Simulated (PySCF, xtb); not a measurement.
FHSe2, SMILES F[Se][SeH].

GFN2-xTB in xtb at its own geometry gives an orbital gap of 2.82 eV and a dipole moment of 2.90 D.

Coordinates come from a B3LYP-D3(BJ)/def2-TZVP optimisation. The values are those of a single conformer.

Question: What does PySCF with HF/def2-TZVPD give? (Estimate from the structure and the level; the computed values follow.)

Answer: gap 10.93 eV (levels -10.14 and 0.79 eV), dipole 2.35 D.
